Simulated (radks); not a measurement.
All-electron atom: Bi I in [Hg] 6p1 7s2 (not the ground configuration).

Method: Dirac Kohn-Sham, RPBE, spin-unpolarised, spherical densities, finite nucleus; open shells fill j = l - 1/2 first; Fermi nuclear charge, rms radius 5.5211 fm; computed with a radial shooting solver on a logarithmic mesh with Libxc functionals.

Energy parts (eV):
total: -587089.08
kinetic: 685745.24
electron-nucleus: -1487231.44
Hartree: 225251.21
exchange-correlation: -10854.09

Orbitals (lengths in bohr, moments of r in powers of bohr; <r^-3> diverges for s and p1/2; r(90%) holds 90 % of the orbital's charge):
orbital  occ.  eigenvalue (eV)      <r^2>  <r^-3>  r(90%)  small-component weight
1s1/2       2        -90460.78  0.0003464       -  0.0290                1.01e-01
2s1/2       2        -16245.51   0.005190       -   0.103                2.32e-02
2p1/2       2        -15615.10   0.003643       -  0.0902                2.33e-02
2p3/2       4        -13295.86   0.004823   24410   0.102                2.05e-02
3s1/2       2        -3926.022    0.03361       -   0.252                7.84e-03
3p1/2       2        -3639.631    0.03049       -   0.244                7.79e-03
3p3/2       4        -3120.344    0.03680    5794   0.266                6.95e-03
3d3/2       4        -2648.803    0.02802    1019   0.240                6.84e-03
3d5/2       6        -2538.694    0.02972   826.8   0.247                6.61e-03
4s1/2       2        -906.1414     0.1605       -   0.541                2.71e-03
4p1/2       2        -781.2935     0.1625       -   0.548                2.62e-03
4p3/2       4        -653.3483     0.1933    1435   0.597                2.29e-03
4d3/2       4        -449.7474     0.1999   229.8   0.619                2.09e-03
4d5/2       6        -425.8601     0.2105   182.1   0.635                2.01e-03
5s1/2       2        -163.6783     0.7759       -    1.18                7.43e-04
4f5/2       6        -161.6854     0.2291   40.64   0.693                1.65e-03
4f7/2       8        -156.1952     0.2355   38.46   0.703                1.62e-03
5p1/2       2        -120.3979     0.8843       -    1.27                6.56e-04
5p3/2       4         -95.8092      1.072   271.8    1.41                5.53e-04
5d3/2       4         -35.3626      1.676   29.72    1.81                3.64e-04
5d5/2       6         -32.3523      1.796   22.95    1.87                3.42e-04
6s1/2       2         -19.9878      4.914       -    3.02                1.27e-04
6p1/2       1         -10.7553      7.246       -    3.73                8.65e-05
6p3/2       0          -8.2629      9.410   26.43    4.29                6.70e-05
7s1/2       2          -2.7311      38.02       -    8.36                1.55e-05

The highest occupied level is 7s1/2 at -2.731 eV. The configuration is held as typed, so some empty levels lie below it. Summed over all electrons, <r^2> = 125.6 bohr^2, which gives a Langevin (diamagnetic) susceptibility term of -99.4 x 10^-6 cm^3/mol.
